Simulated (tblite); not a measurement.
Compound: C₄H₇B₂NO.
SMILES with atom numbers: `[BH2:1][O:2][BH:3][n:4]1[cH:5][cH:6][cH:7][cH:8]1` (hydrogens: H9, H10 on B1; H11 on B3; H12 on C5; H13 on C6; H14 on C7; H15 on C8)

Computed with GFN2-xTB (tblite), gas phase: L-BFGS steps from a force-field or distance-geometry start until the largest atomic force falls under 0.01 eV/Å.

At the end of the run (lengths in Å): B1–O2 1.298, O2–B3 1.306, B3–N4 1.445, C5–C6 1.360, C6–C7 1.418, C7–C8 1.360, C7–H14 1.073, B1–O2–B3 177.3°, B3–N4–C8 126.6°, B3–N4–C5 126.3°, O2–B3–N4 120.2°, O2–B3–N4–C5 180°, H11–B3–N4–C5 0°, H12–C5–N4–B3 0°.

**Question.** These geometries were met on the way; a selection of coordinates is given. Order them by energy above the end point, lowest first.
A. B1–O2 1.312, O2–B3 1.301, B3–N4 1.479, C5–C6 1.363, C6–C7 1.411, C7–C8 1.371, C7–H14 1.070, B1–O2–B3 162.0°, B3–N4–C8 128.6°, B3–N4–C5 123.8°, O2–B3–N4 121.1°, O2–B3–N4–C5 -121°, H11–B3–N4–C5 67°, H12–C5–N4–B3 7°
B. B1–O2 1.328, O2–B3 1.318, B3–N4 1.481, C5–C6 1.360, C6–C7 1.408, C7–C8 1.366, C7–H14 1.070, B1–O2–B3 119.9°, B3–N4–C8 131.7°, B3–N4–C5 122.5°, O2–B3–N4 122.6°, O2–B3–N4–C5 -84°, H11–B3–N4–C5 93°, H12–C5–N4–B3 -1°
C. B1–O2 1.300, O2–B3 1.299, B3–N4 1.465, C5–C6 1.367, C6–C7 1.415, C7–C8 1.365, C7–H14 1.074, B1–O2–B3 167.3°, B3–N4–C8 127.6°, B3–N4–C5 124.6°, O2–B3–N4 122.0°, O2–B3–N4–C5 -124°, H11–B3–N4–C5 54°, H12–C5–N4–B3 5°
D. B1–O2 1.477, O2–B3 1.439, B3–N4 1.523, C5–C6 1.392, C6–C7 1.394, C7–C8 1.383, C7–H14 1.095, B1–O2–B3 105.9°, B3–N4–C8 124.9°, B3–N4–C5 127.7°, O2–B3–N4 116.9°, O2–B3–N4–C5 -68°, H11–B3–N4–C5 82°, H12–C5–N4–B3 -1°
E. B1–O2 1.326, O2–B3 1.317, B3–N4 1.463, C5–C6 1.366, C6–C7 1.409, C7–C8 1.365, C7–H14 1.071, B1–O2–B3 142.9°, B3–N4–C8 117.6°, B3–N4–C5 134.4°, O2–B3–N4 117.4°, O2–B3–N4–C5 -109°, H11–B3–N4–C5 83°, H12–C5–N4–B3 8°

**Answer.** C (0.313 eV), A (0.512 eV), E (0.874 eV), B (1.412 eV), D (2.266 eV).

```tsv
step	E above end (eV)	rms distance from the end, all atoms (Å)	largest force (eV/Å)	rms shift of all bonds from the end (Å)
52	0.313	0.763	0.305	0.007
32	0.512	0.909	0.665	0.012
15	0.874	1.028	0.378	0.011
3	1.412	1.011	1.224	0.014
0	2.266	1.022	4.046	0.063
```

Rows stand in the order of the answer.
